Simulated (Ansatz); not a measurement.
Reaction (ligand exchange at a B–Cl bond): `O=BCl` + `O=BO` → `O=BOB=O` + HCl

Program: Ansatz. Geometries: PBE0-D4/def2-TZVP. ΔE: electronic, gas phase. CBS: MP2 limit from def2 TZ/QZ plus the TZ coupled-cluster correction, frozen cores. This one scheme is used for every species. DFT in def2-TZVPP. B3LYP here is the variant with VWN-RPA as its local correlation; programs differ in this. One conformer a species, not always the lowest.

```
             level  ΔE (kcal/mol)  difference from CCSD(T)/CBS
         revPBE-D4            1.2                          1.6
           BLYP-D4           -1.0                         -0.6
           PBE0-D4            0.4                          0.8
          B3LYP-D4           -1.5                         -1.1
        r2SCAN0-D4           -0.2                          0.2
          BHLYP-D4           -2.4                         -2.0
            B2PLYP           -0.7                         -0.3
            r2SCAN            0.4                          0.8
              PBE0            0.5                          0.9
             B3LYP           -1.3                         -0.9
           r2SCAN0           -0.2                          0.2
           LC-ωPBE            0.0                          0.4
SCS-MP2/def2-TZVPP           -0.3                          0.1
CCSD(T)/def2-TZVPP           -0.2                          0.2
     HF/def2-QZVPP           -4.1                         -3.7
    CCSD/CBS(def2)           -1.2                         -0.8
       CCSD(T)/CBS           -0.4                            0
```

Largest T1 diagnostic among the species: 0.018.

In def2-TZVPP, CCSD(T) changes the Hartree–Fock value by +3.5 kcal/mol (the triples alone add +0.8 kcal/mol) and MP2 by +4.3 kcal/mol. From PBE to PBE0 (25 % exact exchange), in def2-TZVPP and without D4, ΔE moves by −0.8 kcal/mol.
